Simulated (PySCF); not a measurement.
Electron correlation in F- (fluorine, charge -1)

[Ne], closed-shell 1S. All numbers are calculated (PySCF 2.14, the spin-free X2C one-electron Hamiltonian (Gaussian nucleus), in x2c-QZVPPall with one added diffuse shell each of s, p, d, f type (8s5p4d3f1g, 73 functions)). Frozen: nothing; 10 electrons correlated.

| level | correlation energy (mhartree) |
| --- | --- |
| CCSD | -331.07 |
| (T) | -11.34 |
| CCSD(T) | -342.41 |

Diagnostics: T1 = 0.018, D1 = 0.0323, largest double amplitude 0.032.

Is a single reference adequate?

Yes: T1 lies below 0.03 and no double amplitude reaches 0.07.

This basis was not built for core-valence correlation, so the inner-shell part is incomplete.
